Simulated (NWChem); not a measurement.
Species: C2H3ClO2Si; SMILES C1C(O[Si@@H]1Cl)=O

```xyz
9

O      0.4279     2.7522    -0.5177
C      0.1143     1.6514    -0.1605
C     -1.2245     0.8807    -0.2628
Si    -0.2641    -0.4665     0.6298
Cl     0.2031    -2.1621    -0.4442
O      0.9608     0.7585     0.4989
H     -1.5262     0.6899    -1.3113
H     -2.0516     1.3991     0.2611
H     -0.5414    -0.8495     2.0425
```
Atoms are numbered in this order, from 1.

All runs: NWChem. Pople sets run with spherical d functions. All runs use the structure optimised with PBE-D3(BJ)/def2-SVP. B3LYP is NWChem's, with the RPA form of VWN correlation. Atomic charges in e: unrestrained fits to the electrostatic potential beside Mulliken populations; buried atoms are poorly determined by the fit.

For level B3LYP/def2-SVP:

- Mulliken O1: -0.16
- ESP C2: 0.79
- Mulliken C2: 0.22
- ESP C3: -0.51
- Mulliken C3: -0.25
- ESP Si4: 0.66
- Mulliken Si4: 0.68
- Mulliken Cl5: -0.21

Q: What are these values for level Hartree-Fock/6-31G*?

A: The Mulliken O1 comes out as -0.52. The ESP C2 is 0.91, the Mulliken C2 comes out as 0.82 and the ESP C3 comes out as -0.62. The Mulliken C3 comes out as -0.73 and the ESP Si4 comes out as 0.90. The Mulliken Si4 comes out as 1.11 and the Mulliken Cl5 comes out as -0.32.
